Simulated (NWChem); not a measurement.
sulfur tetrafluoride (SF4); SMILES FS(F)(F)F

Results from NWChem. Coordinates come from a PBE0/def2-SVP optimisation. Computed dipoles belong to the equilibrium geometry; the measured one is vibrationally averaged.

Measured dipole moment: 0.63 D (NIST CCCBDB, as tabulated in the package chemicals).

**Question.** Which of these levels lies farthest from the measured value, and how do the others fare: B3LYP/pcseg-2; B3LYP/pcseg-1; B3LYP/3-21G; B3LYP/def2-TZVPP; B3LYP/aug-pcseg-1?

**Answer.** B3LYP/3-21G.
```
level              dipole moment (D)  computed − measured
-----------------  -----------------  -------------------
B3LYP/3-21G                     1.16                +0.53
B3LYP/pcseg-1                   0.98                +0.35
B3LYP/aug-pcseg-1               0.80                +0.17
B3LYP/pcseg-2                   0.92                +0.29
B3LYP/def2-TZVPP                0.84                +0.21
```
